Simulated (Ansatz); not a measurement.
Consider the formal hydrolysis of a Ge–C bond: `[SH][GeH2][C]1=NC1` + H₂O → `[OH][GeH2][SH]` + `C1=NC1`.

Isolated molecules relaxed with PBE0-D4/def2-TZVP in Ansatz; ΔE leaves out vibrations. CBS: MP2 limit from def2 TZ/QZ plus the TZ coupled-cluster correction, frozen cores. This one scheme is used for every species. Functionals use def2-TZVPP. B3LYP here is the variant with VWN-RPA as its local correlation; programs differ in this. For Ge outer-core shells are correlated without core-valence functions, which leaves a few kJ/mol of doubt a bond. Scalar relativity is left out up to krypton. One conformer a species, not always the lowest.

| level | ΔE (kJ/mol) |
| --- | --- |
| PBE-D4 | -23.2 |
| B3LYP-D4 | -28.1 |
| r2SCAN | -31.2 |
| CCSD/CBS(def2) | -24.4 |

**Question.** What does CCSD(T)/CBS give? (Estimate.)

**Answer.** Computed: -22.0 kJ/mol. The listed levels differ from it by -1.2, -6.1, -9.2, -2.4 kJ/mol.

Largest T1 diagnostic among the species: 0.012.

In def2-TZVPP, CCSD(T) changes the Hartree–Fock value by +19.9 kJ/mol (the triples alone add +2.4 kJ/mol) and MP2 by +23.5 kJ/mol. The D4 term adds +7.8 kJ/mol with B3LYP and +4.5 kJ/mol with PBE0; it sums over pairs of atoms, weighted by their polarisabilities, and B3LYP, whose exchange is more repulsive, gets the larger term.
